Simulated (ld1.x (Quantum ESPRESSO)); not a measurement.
Which change was made? (Ge, TM)

```json
{
  "Element": "germanium",
  "Generator": "ld1.x (Quantum ESPRESSO) 7.5",
  "Type": "norm-conserving Troullier–Martins (Kleinman–Bylander form)",
  "Functional": "LDA (PZ)",
  "Relativity": "scalar-relativistic",
  "Frozen core": "[Ar]",
  "Valence charge": "14",
  "Reference configuration": "3d10 4s2 4p2",
  "Partial waves": "4s (bound): rc 1.30 bohr; 4p (bound): rc 2.00 bohr; 4f channel at -0.2 Ry: rc 1.70 bohr; 3d (bound): rc 1.25 bohr",
  "Local potential": "the d channel",
  "Core correction": "none"
}
```

Cutoffs, loose and tight: the cutoffs (Ry, on a coarse ladder) from which the occupation-weighted sum of valence levels, in a spherical-Bessel basis at the reference potential, stays within 10 and 1 mRy of its value at 400 Ry. They do not see the model core or the augmentation charge, which bear on the density cutoff. Test errors are all-electron minus pseudo excitation energies from the reference, over the configurations 3d10 4s2 4p1; 3d10 4s2 4p0; 3d10 4s1 4p0; 3d10 4s1 4p2; 3d10 4s0 4p4; 3d10 4s1 4p3; 3d10 4s2 4p1.5 (two spin-polarised tests are not counted in the largest error); variants that change the core or the reference have their own tests.

The base gives: outcome: generated; cutoff, loose: 180 Ry; cutoff, tight: over 300 Ry; bound ghosts: s, p; largest test error (meV): +29.

**Question.** After one change the result is: outcome: generated; cutoff, loose: 180 Ry; cutoff, tight: over 300 Ry; bound ghosts: s, p; largest test error (meV): -7.9. Which change was it?
A. non-relativistic
B. reference 3d10 4s2 4p1
C. core correction a·sin(br)/r model core inside 0.54 bohr

**Answer.** C. The others give: reference 3d10 4s2 4p1 → outcome: generated; cutoff, loose: 180 Ry; cutoff, tight: over 300 Ry; bound ghosts: s, p; largest test error (meV): +23 | non-relativistic → outcome: generated; cutoff, loose: 180 Ry; cutoff, tight: over 300 Ry; bound ghosts: s, p; largest test error (meV): +40.
